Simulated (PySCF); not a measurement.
# Correlation energy of Sn²⁺ (tin, charge +2)

[Kr] 4d10 5s1 5p1, high-spin 3P determinant (an excited configuration). All numbers are calculated (PySCF 2.14, scalar relativity through the core potential, in aug-cc-pwCVTZ-PP with ECP28MDF (8s7p6d4f1g, 96 functions)). Frozen: 4s2 4p6 4d10; 2 electrons correlated.

Total MP2 correlation energy: -2.25 mhartree.

Same-spin part -2.25 and opposite-spin part 0.00 mhartree; SCS-MP2 scales them by 1/3 and 6/5 to -0.75 mhartree.
